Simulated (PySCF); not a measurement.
Excitations are Tamm–Dancoff values on a coarser integration grid. The basis has no diffuse functions, so Rydberg states are missing or too high.

# C₂H₉GaSi, SMILES `[CH3][Ga]([CH3])[SiH3]` (charge 0, multiplicity 1)

All values below come from r2SCAN-D4/def2-TZVP in PySCF.

* **HOMO**: -6.27 eV
* **dipole moment**: 1.13 D
* **LUMO**: -1.99 eV
* **HOMO–LUMO gap**: 4.28 eV
* **S1 excitation (TDA)**: 4.47 eV
* **S1 oscillator strength**: 0.010
* **T1 excitation (TDA)**: 3.70 eV
* **S1–T1 gap (TDA)**: 0.76 eV
* **total energy**: -2295.9203 Ha
* **cost**: roughly 14 core-minutes

Bonded distances (Å): C1–Ga2 1.973, C1–H5 1.096, C1–H6 1.092, C1–H7 1.092, Ga2–C3 1.973, Ga2–Si4 2.417, C3–H8 1.096, C3–H9 1.091, C3–H10 1.093, Si4–H11 1.490, Si4–H12 1.491, Si4–H13 1.493. Bond angles (°): Ga2–C1–H5 108.6, Ga2–C1–H6 112.1, Ga2–C1–H7 112.1, H5–C1–H6 106.8, H5–C1–H7 107.7, H6–C1–H7 109.2, C1–Ga2–C3 119.0, C1–Ga2–Si4 120.8, C3–Ga2–Si4 120.2, Ga2–C3–H8 108.4, Ga2–C3–H9 113.0, Ga2–C3–H10 111.4, H8–C3–H9 107.4, H8–C3–H10 107.1, H9–C3–H10 109.2, Ga2–Si4–H11 113.8, Ga2–Si4–H12 112.3, Ga2–Si4–H13 109.6, H11–Si4–H12 107.4, H11–Si4–H13 106.8, H12–Si4–H13 106.5.
Charge 0, spin multiplicity 1.
